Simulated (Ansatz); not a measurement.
Reaction (substitution at a C–O bond): `C[O][Zn][O]C` + `[NH2][In]([F])[F]` → `C[NH][In]([F])[F]` + `C[O][Zn][OH]`

Isolated molecules relaxed with PBE0-D4/def2-TZVP in Ansatz; ΔE leaves out vibrations. CCSD(T)/CBS adds triple-zeta CCSD(T) − MP2 to the extrapolated MP2 energy (def2 sets, frozen cores). DFT in def2-TZVPP. B3LYP here is the variant with VWN-RPA as its local correlation; programs differ in this. Elements past krypton have def2 core potentials. For In, Zn outer-core shells are correlated without core-valence functions, which leaves a few kJ/mol of doubt a bond. Scalar relativity is left out up to krypton. One conformer a species, not always the lowest.

(1) Is it downhill or uphill in electronic energy at CCSD(T)/CBS, and by how much? (Best estimate.)

(2) What do these levels give: BLYP-D4, B97M-V, PBE0-D4, B3LYP-D4, CAM-B3LYP-D4, ωB97X-V, PBE0, CCSD/def2-SVP, MP2/def2-TZVPP, CCSD/def2-TZVPP, HF/CBS(def2), MP2/CBS(def2)? (Best estimate.)

Largest T1 diagnostic among the species: 0.017.

Answers

(1) The calculation gave: Downhill: ΔE = -5.6 kcal/mol.

(2) Computed: BLYP-D4 -3.9, B97M-V -3.5, PBE0-D4 -4.6, B3LYP-D4 -4.0, CAM-B3LYP-D4 -4.1, ωB97X-V -4.2, PBE0 -4.4, CCSD/def2-SVP -2.4, MP2/def2-TZVPP -5.9, CCSD/def2-TZVPP -4.7, HF/CBS(def2) -2.7, MP2/CBS(def2) -6.6 kcal/mol.

At CCSD(T), def2-SVP lies +3.2 kcal/mol from the extrapolated value and def2-TZVPP +0.8 kcal/mol. Leaving LDA and LC-ωPBE aside and taking each functional with its dispersion term where it has one, the values, not all of them listed here, spread over 1.4 kcal/mol, from PBE-QIDH to B97M-V. LDA lies −0.9 kcal/mol from PBE without D4. In def2-TZVPP, CCSD(T) changes the Hartree–Fock value by −2.3 kcal/mol (the triples alone add −0.1 kcal/mol) and MP2 by −3.3 kcal/mol.
